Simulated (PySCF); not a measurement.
F₂O₂W (SMILES [O]=[W](=[O])([F])[F]), singlet, geometry from GFN2-xTB (such geometries of metal compounds can be far from the true shape) (core potentials on W).

The PySCF input:
```python
from pyscf import gto, scf, dft

mol = gto.Mole()
mol.atom = '''
    W     0.054870   -0.011695    0.018386
    O     1.322296   -0.356872   -1.036446
    O     0.493459   -0.030142    1.644881
    F    -0.715267    1.598886   -0.415930
    F    -1.349892   -1.158712   -0.276078
'''
mol.basis = 'def2-svpd'
mol.ecp = {'W': 'def2-svpd'}
mol.charge = 0
mol.spin = 0
mol.verbose = 4
mol.build()

mf = dft.RKS(mol)
mf.xc = 'b3lyp'
mf.kernel()
```

Problem. What does this run give for the total energy, number of basis functions, Mulliken (on the basis functions themselves) charges in atom order, HOMO energy, nuclear repulsion energy, HOMO-LUMO gap?

Solution. 
The total energy comes out as -417.2009 Eh. The number of basis functions comes out as 127 and the Mulliken (on the basis functions themselves) charges in atom order comes out as W1 2.29, O2 -0.58, O3 -0.58, F4 -0.57, F5 -0.57. The HOMO energy is -9.75 eV and the nuclear repulsion energy comes out as 222.7609 Eh. The HOMO-LUMO gap comes out as 6.22 eV.
